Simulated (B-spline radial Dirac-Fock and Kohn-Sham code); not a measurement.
**Kohn-Sham estimates against Dirac-Fock for the levels of La**

System: the free lanthanum atom, configuration [Xe] 5d3 (not the ground configuration).

The density-functional columns are spherical, spin-unpolarised Dirac-Kohn-Sham results without Breit or QED terms: −ε is minus the orbital energy of the initial state and ΔSCF the difference of two total energies. The reference in the last column comes from relaxed Dirac-Fock hole states (ΔSCF) with Breit and QED corrections and a finite nucleus. All numbers are from a B-spline atomic structure program, in eV; a selection of levels is shown. For the 1s level of heavy atoms much of the gap between ΔSCF and the reference is the Breit and QED part, -147.4 eV here; for other levels the error of the functional can be larger.

```csv
level,LDA −ε,LDA ΔSCF,Dirac-Fock
K,38672.4,39066.8,38931.9
L1,6152.6,6223.3,6280.6
L2,5805.4,5894.2,5900.3
L3,5392.8,5474.6,5492.3
M1,1313.3,1336.3,1377.2
M2,1166.5,1190.5,1217.1
M3,1086.2,1109.0,1136.0
M4,828.0,854.0,858.6
M5,810.7,836.4,841.9
N1,262.6,272.1,290.7
N2,208.6,217.8,229.8
N3,191.4,200.2,212.6
N4,102.6,110.8,110.8
N5,99.65,107.8,107.9
O1,36.30,40.59,43.14
O2,21.67,25.63,25.06
O3,19.17,23.01,22.60
"O4,5",1.60,4.30,2.93
```

Values without a named source are computed, but for edge energies of neutral atoms, which are taken from tables.
